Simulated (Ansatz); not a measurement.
`C=N[SiH2]N`. Charge 0, multiplicity 1. The structure was optimised at the PBE0-D4/def2-TZVP level. It is one conformer, not always the lowest.

```xyz
10

C     0.220   -0.572    1.904
N    -0.542   -0.419    0.916
Si    0.039   -0.304   -0.731
N    -0.440    1.123   -1.539
H    -0.188   -0.641    2.920
H     1.319   -0.646    1.831
H     1.531   -0.342   -0.737
H    -0.548   -1.463   -1.445
H    -1.405    1.266   -1.787
H     0.015    1.997   -1.332
```

Q: What is the dipole moment at r2SCAN/def2-TZVPP? (Estimate.)

A: Ansatz gave: 1.34 D, with components (0.51, 1.09, 0.58) D in this frame, pointing from negative to positive charge.

Q: And with PBE, B3LYP, ωB97M-V? (An estimate is asked.)

A: Computed: PBE 1.29 D, B3LYP 1.34 D, ωB97M-V 1.38 D.

Q: Give the Mulliken charges with r2SCAN, PBE, ωB97M-V in def2-TZVPP. (An estimate is asked.)

A: Computed: 
```csv
atom,r2SCAN,PBE,ωB97M-V
C1,0.03,-0.08,-0.08
N2,-0.32,-0.21,-0.29
Si3,0.52,0.39,0.42
N4,-0.44,-0.38,-0.36
H5,0.06,0.09,0.11
H6,0.05,0.06,0.09
H7,-0.11,-0.10,-0.07
H8,-0.09,-0.08,-0.05
H9,0.16,0.15,0.12
H10,0.15,0.15,0.11
```

B3LYP here is the variant with VWN-RPA as its local correlation; programs differ in this.
